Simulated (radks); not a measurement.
Question: Species: Hf. Configuration: [Kr] 4d10 4f14 5s2 5p5 5d2 6s2 6d1 (not the ground configuration). All-electron calculation, scalar-relativistic Kohn-Sham, LDA (Slater exchange, Perdew-Wang correlation), spin-polarised, spherical densities, point nucleus; open shells are filled with parallel spins first (spin-orbit coupling, left out, can overturn this in heavy ions). Program: a radial shooting solver on a logarithmic mesh with Libxc functionals. Some entries of the table are withheld. Estimate them.

orbital,occ.,eigenvalue (hartree),<1/r> (bohr^-1)
1s up,1,-2397.604,83.77
1s down,1,-2397.600,83.77
2s up,1,-410.3649,19.56
2s down,1,-410.3601,19.56
2p up,3,-360.5055,17.85
2p down,3,-360.5003,17.85
3s up,1,-93.74131,7.233
3s down,1,-93.73845,7.233
3p up,3,-78.84846,6.708
3p down,3,-78.84526,6.708
3d up,5,-61.19195,6.349
3d down,5,-61.18797,6.349
4s up,1,-19.13582,3.068
4s down,1,-19.12982,3.068
4p up,3,-14.24871,2.792
4p down,3,-14.24217,2.793
4d up,5,-7.93340,2.475
4d down,5,-7.92483,2.476
5s up,1,-2.81694,1.181
5s down,1,-2.75899,1.187
5p up,3,-1.64504,0.9904
5p down,2,-1.57833,0.9945
4f up,7,-0.97208,1.920
4f down,7,-0.95317,1.931
6s up,1,-0.36128,0.4206
5d up,2,-0.35624,(1)
6s down,1,-0.32707,0.4061
5d down,0,-0.29465,(2)
6p up,0,-0.16797,0.3127
6p down,0,-0.14805,0.3006
7s up,0,-0.06352,0.1469
7s down,0,-0.05100,0.1409
6d up,1,-0.02901,0.1270
6d down,0,-0.01909,0.1160

Answer: 
(1) 5d up <1/r> (bohr^-1): 0.6344
(2) 5d down <1/r> (bohr^-1): 0.6170
